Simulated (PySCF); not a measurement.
Ranking problems on computed properties.

Species are written as SMILES; each is one conformer at its optimised geometry, gas phase, non-relativistic unless stated; the electronic structure was computed with PySCF and density fitting.

Dipoles, sizes and rotational constants follow the conformer. The torsions of the flexible species, by atom-mapped SMILES:
- `[N:1]#[C:2][C@@H:3]([F:4])/[C:5]([F:6])=[CH:7]/[F:8]`: C2–C3–C5–F6 84°
- `[CH:1]#[C:2][c:3]1[n:4][n:5][cH:6][n:7]1[CH2:8][CH2:9][CH3:10]`: C6–N7–C8–C9 -98°, N7–C8–C9–C10 64°
- `[CH3:1][C@@:2]([CH2:3][F:4])([CH2:5][Cl:6])[CH2:7][SiH2:8][Cl:9]`: C1–C2–C3–F4 56°, C1–C2–C5–Cl6 174°, C1–C2–C7–Si8 -68°, C2–C7–Si8–Cl9 171°
- `[CH:1]#[C:2][c:3]1[n:4][n:5][n:6]([CH2:7][CH3:8])[c:9]1[CH3:10]`: N5–N6–C7–C8 92°
- `[CH3:1][O:2][C:3]1=[C:4]([CH3:5])[P@@H:6](=[O:7])[CH:8]=[C:9]1[SiH3:10]`: C1–O2–C3–C4 -5°
- `[CH:1]#[C:2][c:3]1[n:4][n:5]([CH2:6][CH3:7])[n:8][c:9]1[CH3:10]`: N4–N5–C6–C7 -88°
- `[CH3:1][O:2][C:3](=[O:4])[C:5]1=[CH:6][CH:7]=[CH:8][SiH2:9]1`: C1–O2–C3–O4 0°, O2–C3–C5–C6 180°
- `[CH3:1][C@@H:2]([F:3])[Si@@H:4]([CH3:5])[CH2:6][CH:7]([Cl:8])[Cl:9]`: C1–C2–Si4–C5 72°, C2–Si4–C6–C7 70°, Si4–C6–C7–Cl8 -177°
- `[CH3:1][NH2+:2][CH:3]1[CH2:4][CH2:5]1`: C1–N2–C3–C4 -85°
- `[CH3:1][c:2]1[n:3][n:4][n:5][cH:6][c:7]1[CH:8]1[CH2:9][CH2:10]1`: C6–C7–C8–C9 -34°

Question: Rank by smallest rotational constant, highest first (GFN2-xTB).
A. `C#Cc1nnn(CC)c1C`
B. `N#C[C@@H](F)/C(F)=C/F`
C. `COC1=C(C)[P@@H](=O)C=C1[SiH3]`
D. `C[C@@](CF)(CCl)C[SiH2]Cl`
E. `c1nnc(C#C)n1CCC`

Answer: B (1.169 GHz), E (0.849 GHz), A (0.750 GHz), C (0.527 GHz), D (0.432 GHz).

Question: Rank by dipole moment, highest first (PBE0/pcSseg-1 at GFN2-xTB geometries).
A. `C#Cc1nn(CC)nc1C`
B. `N#C[C@@H](F)/C(F)=C/F`
C. `C#Cc1nnn(CC)c1C`
D. `[SiH2]1C(=CC=C1)C(OC)=O`
E. `C[C@@](CF)(CCl)C[SiH2]Cl`
F. `C[C@@H](F)[Si@@H](C)CC(Cl)Cl`
G. `C#Cc1nncn1CCC`

Answer: G (6.31 D), C (5.48 D), F (4.21 D), B (2.37 D), D (1.98 D), E (1.71 D), A (0.96 D).

Question: Rank by HOMO–LUMO gap, highest first (PBE0/pcSseg-1 at GFN2-xTB geometries).
A. `C[C@@](CF)(CCl)C[SiH2]Cl`
B. `Cc1nnncc1C1CC1`
C. `C[NH2+]C1CC1`
D. `C[C@@H](F)[Si@@H](C)CC(Cl)Cl`

Answer: C (9.41 eV), A (8.52 eV), D (8.31 eV), B (5.28 eV).

Question: Rank by HOMO energy, highest first (PBE0/pcSseg-1 at GFN2-xTB geometries).
A. `C[C@@H](F)[Si@@H](C)CC(Cl)Cl`
B. `C#CC1=NN=CN1CCC`
C. `COC1=C(C)[P@@H](=O)C=C1[SiH3]`
D. `Cl[SiH2]C[C@](C)(CF)CCl`
E. `C#CC1=C(C)N(CC)N=N1`
F. `C1(=CC=C[SiH2]1)C(OC)=O`
G. `C[NH2+]C1CC1`

Answer: C (-6.67 eV), E (-6.80 eV), F (-7.06 eV), B (-7.22 eV), A (-8.18 eV), D (-8.48 eV), G (-13.73 eV).
